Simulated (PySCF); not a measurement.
Excitations are Tamm–Dancoff values on a coarser integration grid. The basis has no diffuse functions, so Rydberg states are missing or too high.

# Cl2FGa, SMILES `[F][Ga]([Cl])[Cl]` (charge 0, multiplicity 1)

Computed with PBE0-D4/def2-TZVP in PySCF.

The HOMO is -9.73 eV and the dipole moment is 0.85 D. The LUMO comes out as -2.01 eV. The HOMO–LUMO gap is 7.72 eV, the S1 excitation (TDA) comes out as 6.26 eV and the S1 oscillator strength is 0.013. The T1 excitation (TDA) comes out as 5.83 eV and the S1–T1 gap (TDA) comes out as 0.43 eV. The total energy is -2944.6788 Ha. The cost is about 50 core-seconds (a rough figure).

```xyz
4

F      0.0039     1.8000    -0.0252
Ga     0.0003     0.0670    -0.0031
Cl     1.8503    -0.9334     0.0499
Cl    -1.8539    -0.9268    -0.0309
```
Charge 0, spin multiplicity 1.
